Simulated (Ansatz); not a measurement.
Species: H4Ge, SMILES `[GeH4]` (charge 0, multiplicity 1).

Question: Give a relaxed geometry from r2SCAN-D4/def2-SVP in Ansatz (a first-principles code).

Answer: the end point of this relaxation (outside a Z-matrix the atoms follow the SMILES, hydrogens last).
Bonded distances (Å): Ge1–H2 1.533, Ge1–H3 1.533, Ge1–H4 1.533, Ge1–H5 1.533. Angles (°): H2–Ge1–H3 109.5, H2–Ge1–H4 109.5, H2–Ge1–H5 109.5, H3–Ge1–H4 109.5, H3–Ge1–H5 109.5, H4–Ge1–H5 109.5.
